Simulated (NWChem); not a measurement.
Polarisability of silicon monosulfide (SSi)

```
Si
S 1 1.9396
```
Charge 0, spin multiplicity 1.

Everything below was run with NWChem. The geometry was optimised at PBE0/def2-SVP, a minimum by its harmonic frequencies.

Basis set: Sadlej pVTZ. Static limit.

B3LYP has NWChem's definition, with VWN1-RPA local correlation.

**Question.** For the isotropic polarisability, B3LYP gives 50.08 bohr³ and LDA (SVWN5) gives 50.61 bohr³. What do HF give?

**Answer.** HF: 48.72 bohr³.
